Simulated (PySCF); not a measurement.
Job file and geometry (Å, from PBE0-D3(BJ)/def2-SVP) of a spin–spin coupling run on `O=C([O-])/C(F)=C/C(F)F`, [C$_{4}$H$_{2}$F$_{3}$O$_{2}$]-, PySCF 2.14.0, density-fitted response routines, B3LYP/pcJ-1 indirect spin-spin coupling, non-relativistic, gas phase; density fitting, a coarse starting grid and PySCF grid level 2 are the driver's defaults:

```
{"job": {"kind": "j", "xc": "B3LYP", "basis": "pcJ-1"}, "charge": -1, "multiplicity": 1}
O      2.985772    -0.141320    -1.000624
C      2.194039     0.219274    -0.120214
O      2.360463     0.794213     0.968086
C      0.707560    -0.102799    -0.419243
F      0.456440    -0.684167    -1.601402
C     -0.313103     0.152393     0.411008
C     -1.717093    -0.164230     0.105174
F     -2.513584     0.948233     0.172121
F     -2.253263    -1.041388     1.010644
H     -0.049076     0.625273     1.358503
H     -1.837767    -0.604648    -0.898323
```

Problem. Write the output of this run.

Solution. 
```
coarse grid: 11016 points
cycle   1  E = -603.2333761399  dE =  1.443e+00  |g| = 1.405e+00  |ddm| = 3.090e+00
cycle   2  E = -600.9592199528  dE =  2.274e+00  |g| = 3.160e+00  |ddm| = 4.324e+00
cycle   3  E = -603.4522659264  dE = -2.493e+00  |g| = 6.885e-01  |ddm| = 3.930e+00
cycle   4  E = -603.5602436556  dE = -1.080e-01  |g| = 1.759e-01  |ddm| = 6.172e-01
cycle   5  E = -603.5638118708  dE = -3.568e-03  |g| = 1.354e-01  |ddm| = 2.475e-01
cycle   6  E = -603.5672610492  dE = -3.449e-03  |g| = 5.404e-02  |ddm| = 1.436e-01
cycle   7  E = -603.5677329874  dE = -4.719e-04  |g| = 2.164e-02  |ddm| = 5.276e-02
cycle   8  E = -603.5678174402  dE = -8.445e-05  |g| = 5.325e-03  |ddm| = 1.992e-02
cycle   9  E = -603.5678224160  dE = -4.976e-06  |g| = 2.084e-03  |ddm| = 5.101e-03
final grid: 112808 points
cycle  10  E = -603.6662937973  dE = -2.376e-04  |g| = 9.553e-03  |ddm| = 2.020e-02
cycle  11  E = -603.6662686588  dE =  2.514e-05  |g| = 1.534e-02  |ddm| = 1.484e-02
cycle  12  E = -603.6663075537  dE = -3.889e-05  |g| = 1.179e-03  |ddm| = 1.010e-02
cycle  13  E = -603.6663075858  dE = -3.201e-08  |g| = 1.146e-03  |ddm| = 1.786e-03
cycle  14  E = -603.6663078309  dE = -2.452e-07  |g| = 2.479e-04  |ddm| = 9.206e-04
cycle  15  E = -603.6663078413  dE = -1.040e-08  |g| = 6.423e-05  |ddm| = 2.182e-04
cycle  16  E = -603.6663078421  dE = -7.226e-10  |g| = 2.093e-05  |ddm| = 5.835e-05
converged SCF energy = -603.6663078421

Indirect spin-spin couplings (Hz)
  i      j    bonds     total        FC       PSO       DSO        SD
  0 O    4 F    3     -0.760     0.039     0.214    -0.033    -0.980
  0 O    7 F    5      0.270    -0.137     0.502     0.112    -0.206
  1 C    4 F    2     20.439    19.902    -1.654     0.134     2.057
  1 C    7 F    4     -1.464    -1.649     0.137    -0.113     0.161
  1 C    8 F    4     -1.657    -1.850     0.148    -0.110     0.154
  1 C    9 H    3      2.018     2.132    -0.332     0.218         -
  1 C   10 H    4     -0.302    -0.296     0.125    -0.130         -
  2 O    4 F    3     -9.205     0.910    -8.140     0.223    -2.199
  2 O    7 F    5      0.192    -0.435     0.433     0.058     0.137
  2 O    8 F    5      0.243    -0.390     0.428     0.062     0.143
  2 O   10 H    5     -0.314    -0.254    -0.193     0.134         -
  3 C    4 F    1   -392.870  -362.704   -29.268     0.982    -1.879
  3 C    7 F    3     10.800    10.690     3.922    -0.145    -3.667
  3 C    8 F    3     11.108    11.273     3.667    -0.134    -3.698
  3 C    9 H    2      5.862     7.891    -2.050     0.021         -
  3 C   10 H    3      1.475     1.847    -0.569     0.197         -
  4 F    5 C    2      6.332    20.725   -25.661    -0.076    11.344
  4 F    6 C    3     10.207    11.366    -2.145     0.270     0.717
  4 F    7 F    4     -0.966    11.686    -7.645    -0.548    -4.459
  4 F    8 F    4     -0.751    12.552    -8.879    -0.491    -3.933
  4 F    9 H    3     24.145    31.259    -5.300    -2.030     0.216
  4 F   10 H    4      1.485     1.091    -1.165     1.899    -0.340
  5 C    7 F    2     26.569    26.271    -2.044     0.073     2.269
  5 C    8 F    2     25.295    25.038    -2.110     0.071     2.297
  5 C    9 H    1    178.240   176.856     0.192     1.193         -
  5 C   10 H    2      4.465     4.760    -0.341     0.046         -
  6 C    7 F    1   -279.655  -288.491    -7.219     1.039    15.016
  6 C    8 F    1   -280.871  -289.609    -7.272     1.039    14.971
  6 C    9 H    2     -2.224    -2.065    -0.157    -0.001         -
  6 C   10 H    1    183.457   182.986    -1.099     1.570         -
  7 F    8 F    2    274.425    70.810   115.731    -0.508    88.392
  7 F    9 H    3      9.772     9.388     0.116    -0.155     0.423
  7 F   10 H    2     65.350    67.994     1.364    -0.717    -3.291
  8 F    9 H    3      8.172     7.671     0.256    -0.239     0.483
  8 F   10 H    2     65.958    68.699     1.274    -0.705    -3.310
  9 H   10 H    3     10.730    10.800     2.514    -2.583         -
```

Size and cost of the density-fitted run: 263 basis functions, 54 s wall time on 1 thread of an Arm Neoverse V2, shared host.
